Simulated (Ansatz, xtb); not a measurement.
# Relative energy of two isomers of C5H10SSi

We compare a, `CC#C[Si@H](C)SC`, a singlet, with b, `C/C=C/C=C/S[SiH3]`, a singlet. Both are isolated molecules in the gas phase, relaxed with PBE-D3(BJ)/def2-SVP; the shapes shown needn't be the lowest conformers.

a (Å):

```yaml
atoms:
  - { symbol: C, position_ang: [-2.0986, 0.6540, 0.8660] }
  - { symbol: C, position_ang: [-1.2913, -0.0145, -0.1421] }
  - { symbol: C, position_ang: [-0.6144, -0.5835, -1.0007] }
  - { symbol: C, position_ang: [-0.5526, -2.7119, -3.2191] }
  - { symbol: C, position_ang: [2.7636, -1.1366, -0.2830] }
  - { symbol: S, position_ang: [2.0161, -2.5179, -1.2356] }
  - { symbol: Si, position_ang: [0.4324, -1.4435, -2.2391] }
  - { symbol: H, position_ang: [-2.9767, 0.0380, 1.1523] }
  - { symbol: H, position_ang: [-2.4776, 1.6305, 0.4981] }
  - { symbol: H, position_ang: [-1.5119, 0.8483, 1.7882] }
  - { symbol: H, position_ang: [1.0173, -0.3912, -3.1459] }
  - { symbol: H, position_ang: [-0.9939, -3.4672, -2.5393] }
  - { symbol: H, position_ang: [-1.3749, -2.2131, -3.7702] }
  - { symbol: H, position_ang: [0.0989, -3.2297, -3.9511] }
  - { symbol: H, position_ang: [3.5600, -1.5771, 0.3459] }
  - { symbol: H, position_ang: [2.0095, -0.6546, 0.3695] }
  - { symbol: H, position_ang: [3.2139, -0.3797, -0.9548] }
```

b (Å):

```yaml
atoms:
  - { symbol: C, position_ang: [1.4937, -3.3857, 0.3291] }
  - { symbol: C, position_ang: [1.1149, -2.1224, 1.0334] }
  - { symbol: C, position_ang: [0.4434, -1.0828, 0.4739] }
  - { symbol: C, position_ang: [0.0844, 0.1342, 1.1726] }
  - { symbol: C, position_ang: [-0.5882, 1.1652, 0.5946] }
  - { symbol: S, position_ang: [-1.0105, 2.6433, 1.4742] }
  - { symbol: Si, position_ang: [-2.0480, 3.7373, -0.0747] }
  - { symbol: H, position_ang: [1.1596, -3.3861, -0.7276] }
  - { symbol: H, position_ang: [1.0540, -4.2773, 0.8284] }
  - { symbol: H, position_ang: [2.5948, -3.5436, 0.3409] }
  - { symbol: H, position_ang: [1.4103, -2.0377, 2.0959] }
  - { symbol: H, position_ang: [0.1422, -1.1541, -0.5882] }
  - { symbol: H, position_ang: [0.3807, 0.2137, 2.2340] }
  - { symbol: H, position_ang: [-0.8906, 1.1004, -0.4652] }
  - { symbol: H, position_ang: [-3.2650, 2.9929, -0.5529] }
  - { symbol: H, position_ang: [-1.1515, 3.9987, -1.2545] }
  - { symbol: H, position_ang: [-2.4478, 5.0293, 0.5741] }
```

Task: Estimate which is lower in electronic energy at CCSD(T)/def2-SVP + ΔMP2/def2-TZVPP, and by roughly how much.

Result: The CCSD(T)/def2-SVP + ΔMP2/def2-TZVPP calculation puts structure a lower, by 11.9 kcal/mol.

The same difference at several levels:

| level | geometry | E(b) − E(a) (kcal/mol) | departure from the last row (kcal/mol) | job, with rough time for the two |
| --- | --- | --- | --- | --- |
| GFN2-xTB | GFN2-xTB | −17.7 | −29.6 | optimisation, 0.22 s |
| HF/STO-3G | GFN2-xTB | +25.7 | +13.7 | single point, 0.42 s |
| r2SCAN-D4/def2-SVP | GFN2-xTB | +6.9 | −5.1 | single point, 4.6 s |
| PBE-D3(BJ)/def2-SVP | PBE-D3(BJ)/def2-SVP | +3.5 | −8.5 | optimisation, 20 s |
| HF/def2-SVP | PBE-D3(BJ)/def2-SVP | +10.4 | −1.5 | part of the CCSD(T) run |
| MP2/def2-SVP | PBE-D3(BJ)/def2-SVP | +11.1 | −0.9 | part of the CCSD(T) run |
| CCSD(T)/def2-SVP | PBE-D3(BJ)/def2-SVP | +6.5 | −5.4 | single point |
| CCSD(T)/def2-SVP + ΔMP2/def2-TZVPP | PBE-D3(BJ)/def2-SVP | +11.9 |  | single point, 1.7 min |

As drawn, b has 1 C–C, 2 C=C, 2 Si–H in place of 1 C≡C, 2 C–Si, 2 C–H.

GFN2-xTB puts the two in the other order. The largest departure from CCSD(T)/def2-SVP + ΔMP2/def2-TZVPP is that of GFN2-xTB, 29.6 kcal/mol. A small imaginary or near-zero mode remains, so no thermal terms are given. The last row adds to CCSD(T) the change of the MP2 difference between the two basis sets, here +5.4 kcal/mol, a large step that makes the value less sure.

The correlated steps freeze 15 core orbitals. Programs: Ansatz 0.2.0, xtb 6.7.1; the last row on 4 threads of Arm Neoverse V1 on a shared host.
